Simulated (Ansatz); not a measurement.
In(PH3)F3 (InPH₃F₃), relaxed as a singlet with RKS r2SCAN-D4/def2-SVP in Ansatz, starting from the GFN2-xTB geometry. Force threshold 0.02 eV/Å.

In the def2 sets In takes a core potential; there is no spin–orbit coupling.

Start:

```
atom    x (Å)    y (Å)    z (Å)
  F1  -0.5946   2.4713  -0.6076
  F2  -1.5453  -0.4283  -2.0645
  F3   1.7316   0.3914  -1.9061
 In4  -0.1185   0.6996  -1.3155
  P5   0.0923  -0.5548   1.0441
  H6  -0.9947  -0.5290   1.8973
  H7   1.0803  -0.1375   1.9152
  H8   0.3487  -1.9127   1.0369
```

Question: Estimate the energy that the relaxation releases and the steps that it takes.

Answer: 0.05 eV, in 6 steps; 21 s on 2 threads of Intel Xeon Platinum 8259CL on a shared host. No frequencies were taken in this run, so the end may be a saddle point.

Question: Does the start keep its bonding and symmetry?

Answer: By distances, no bond broke or formed. The bond that changes most is In4–P5, from 2.68 to 2.74 Å (atoms count from 1). Point group C3 at the start, C3 at the end, both within 0.05 Å.

Question: Predict the relaxed structure.

Answer: 
```xyz
8

F    -0.590    2.485   -0.657
F    -1.542   -0.393   -2.105
F     1.713    0.415   -1.958
In   -0.119    0.709   -1.334
P     0.095   -0.571    1.075
H    -1.024   -0.550    1.943
H     1.102   -0.135    1.970
H     0.366   -1.961    1.065
```
Bond lengths: 3 × F–In 1.96 Å; 1 × In–P 2.74 Å; 3 × H–P 1.42 Å.
